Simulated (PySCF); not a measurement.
B(Me)(vinyl)(OH) (C3H7BO), SMILES C=CB(C)O.

The structure is a stationary point at B3LYP-D3(BJ)/def2-SVP. Other conformers were not sampled.

Computed with B3LYP-D3(BJ)/def2-SVP (PySCF 2.14.0).

Frequencies are harmonic and unscaled.

```csv
mode,ν (cm⁻¹),IR (km/mol),Raman (Å⁴/amu),depolarisation,moving atoms (share of kinetic energy)
1,79,2.5,6.8,0.75,"C 53 %, H 39 %"
2,94,0.8,0.3,0.75,H 94 %
3,213,0.8,1.7,0.63,"C 37 %, H 29 %, O 27 %"
4,335,3.3,1.2,0.58,"C 40 %, H 33 %, O 23 %"
5,385,1.0,3.8,0.75,"H 61 %, B 32 %"
6,496,11.3,2.9,0.20,"C 53 %, H 26 %, O 12 %, B 9 %"
7,560,62.5,0.2,0.75,"H 83 %, C 8 %"
8,626,28.2,5.4,0.75,"H 74 %, C 17 %"
9,725,0.1,6.3,0.08,"C 50 %, H 26 %, O 21 %"
10,838,3.8,1.2,0.24,"H 64 %, C 25 %, O 8 %"
11,897,47.3,0.1,0.75,"H 42 %, B 36 %, C 19 %"
12,967,108.7,2.6,0.73,"H 69 %, B 15 %, C 9 %"
13,1007,24.2,0.6,0.75,"H 72 %, C 28 %"
14,1033,0.2,6.0,0.73,"H 77 %, C 18 %"
15,1055,10.3,0.1,0.75,"H 91 %, C 9 %"
16,1205,122.7,1.0,0.74,"H 52 %, B 36 %"
17,1303,4.1,3.9,0.25,"H 75 %, C 23 %"
18,1329,83.7,19.7,0.48,"H 55 %, C 28 %, B 16 %"
19,1378,189.7,6.7,0.48,"B 48 %, H 30 %, O 16 %"
20,1433,3.4,17.2,0.75,H 96 %
21,1434,67.4,10.9,0.41,"H 80 %, C 16 %"
22,1458,30.4,14.6,0.67,"H 72 %, B 19 %"
23,1683,56.3,29.9,0.18,"C 84 %, H 14 %"
24,3012,2.7,152.8,0.00,H 97 %
25,3084,8.4,76.4,0.75,"H 91 %, C 9 %"
26,3097,32.2,85.0,0.75,"H 91 %, C 9 %"
27,3113,21.3,51.3,0.46,H 94 %
28,3125,12.4,167.8,0.16,H 92 %
29,3211,10.3,75.4,0.72,"H 89 %, C 11 %"
30,3852,59.8,112.3,0.29,H 94 %
```
